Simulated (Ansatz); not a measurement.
Ideal-gas functions of FH4InOSi (`O[SiH2][InH][F]`) at 600 K and 1 bar, from an Ansatz frequency run at PBE0-D4/def2-TZVP.

Molar mass 181.93 g/mol, point group Cs (symmetry number 1), electronic degeneracy 1, moments of inertia 98.488, 261.644, 354.303 u Å². Harmonic wavenumbers (cm⁻¹, unscaled): 55, 141, 198, 310, 342, 483, 488, 515, 560, 734, 799, 893, 965, 1054, 1854, 2212, 2214, 3673.

Use S(trans) = R[1.5 ln M + 2.5 ln T − 1.1517]; rotational temperatures θ = 24.2544 K / I; S(rot) = R[ln(√π/σ · √(T³/θAθBθC)) + 1.5]; for each mode x = 1.438777 ν̃/T, S = R[x/(eˣ − 1) − ln(1 − e⁻ˣ)] and H = RT x/(eˣ − 1); 1 cm⁻¹ = 0.0119627 kJ/mol; R = 8.31446 J/(mol·K).

Q: By hand: the entropy, in J/(mol·K).

A: Translation 188.3. Rotation: θ = 0.2463, 0.0927, 0.0685 K, giving 123.9. Vibration, mode by mode: 25.16, 17.37, 14.59, 10.97, 10.19, 7.54, 7.47, 7.07, 6.46, 4.61, 4.07, 3.41, 2.98, 2.52, 0.54, 0.26, 0.26, 0.01, in all 125.5. Electronic 0.0. Sum 437.7 J/(mol·K).

Q: By hand: H − E and G − E in kJ/mol, counted from the electronic energy.

A: Zero-point energy ½ × 17490 × 0.0119627 = 104.6; thermal vibration 37.3; translation, rotation and pV give 4 RT = 20.0. H − E = 161.9 kJ/mol, and G − E = 161.9 − 600 × 437.7/1000 = -100.7 kJ/mol.

Vibration gives 29 % of the entropy, 42.5 J/(mol·K) of it from the modes under 150 cm⁻¹: soft modes count most, and the harmonic formula is weakest for them. The sum counts one conformer and one mirror image; others add a mixing term.
